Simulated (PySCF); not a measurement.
## Spin–spin couplings to the heavy atom in `N[NH][GeH3]`, GeH6N2

Cartesian coordinates in Å; atom numbers follow the order of the lines, from 1:
```xyz
9

N    -1.4987   -0.1079   -0.0553
N    -0.2597   -0.6855   -0.3487
Ge    1.3010    0.0434    0.2870
H    -1.7828   -0.3566    0.8905
H    -1.4846    0.9119   -0.1212
H    -0.2488   -1.0835   -1.2817
H     2.4706   -0.7223   -0.3565
H     1.4042    1.5562   -0.0420
H     1.3115   -0.1060    1.8212
```

Method: indirect couplings at PBE0/pcJ-1 (dyall-v2z on Ge), gas phase, Gaussian nuclear model, PBE0-D3(BJ)/def2-SVP geometry; PySCF integrals, density fitting.

Non-relativistic values:
| coupling | atoms | J (Hz) |
| --- | --- | --- |
| 1J(73Ge,15N) | Ge3 – N2 | 0.6 |
| 1J(73Ge,1H) | Ge3 – H7/H8/H9 | -88.1 |
| 2J(73Ge,15N) | Ge3 – N1 | -2.1 |
| 2J(73Ge,1H) | Ge3 – H6 | -7.4 |
| 3J(73Ge,1H) | Ge3 – H4/H5 | -0.5 |

What do two-component X2C with spin–orbit coupling give?

Answers


```tsv
coupling	atoms	with spin–orbit (Hz)
1J(73Ge,15N)	Ge3 – N2	-0.7
1J(73Ge,1H)	Ge3 – H7/H8/H9	-97.1
2J(73Ge,15N)	Ge3 – N1	-2.3
2J(73Ge,1H)	Ge3 – H6	-8.6
3J(73Ge,1H)	Ge3 – H4/H5	-0.6
```

The largest listed coupling, 1J(73Ge,1H), ends at 1.10 times its non-relativistic value. Equivalent partners are averaged, as under fast rotation. In the static structure 3J(73Ge,1H) spreads over 1.2, -2.3 Hz.
